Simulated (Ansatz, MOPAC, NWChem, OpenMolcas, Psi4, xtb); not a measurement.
## How methods differ on GeSiH5Cl (SMILES Cl[SiH2][GeH3])

GeSiH5Cl, singlet, SMILES `Cl[SiH2][GeH3]`. Each level relaxes the structure for itself.

Each level gives the highest harmonic wavenumber at each level's own minimum (cm⁻¹). The values are calculated.

```tsv
level	kind	program	value (cm⁻¹)
AM1	semi-empirical	MOPAC	2233
PM7-	semi-empirical	MOPAC	2300
PM7-HH	semi-empirical	MOPAC	2306
GFN1-xTB	semi-empirical	xtb	2136
HF/3-21G	Hartree–Fock	OpenMolcas	2339
HF/6-31G* (Cartesian functions)	Hartree–Fock	OpenMolcas	2409
BP86/def2-SVP	GGA	NWChem	2170
PBE0-D4/def2-TZVP	global hybrid	Ansatz	2240
MP2/def2-SVP (density fitting, density fitting for correlation)	perturbation theory	Psi4	2321
```

All-electron rows without a relativistic Hamiltonian named are non-relativistic. Harmonic and unscaled. The values span 2136 to 2409 cm⁻¹. In the correlated wave-function rows the outer d shell of Ge is correlated, in sets not made for it.
